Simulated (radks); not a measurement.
Task: Li+, 2 electrons, occupied as 1s1 2p1 (not the ground configuration). Calculated with a radial shooting solver on a logarithmic mesh with Libxc functionals: Dirac Kohn-Sham, XLYP, spin-unpolarised, spherical densities, point nucleus; open shells are shared between the two j in proportion to 2j + 1. Some entries of the table are withheld. Estimate them.

orbital,occ.,eigenvalue (eV),r(max) (bohr),<1/r> (bohr^-1)
1s1/2,1,-85.9364,(1),(2)
2p1/2,0.333333,-9.7981,1.870,(3)
2p3/2,0.666667,-9.7968,1.870,(4)

Result: 
(1) 1s1/2 r(max) (bohr): 0.3363
(2) 1s1/2 <1/r> (bohr^-1): 2.929
(3) 2p1/2 <1/r> (bohr^-1): 0.5306
(4) 2p3/2 <1/r> (bohr^-1): 0.5305
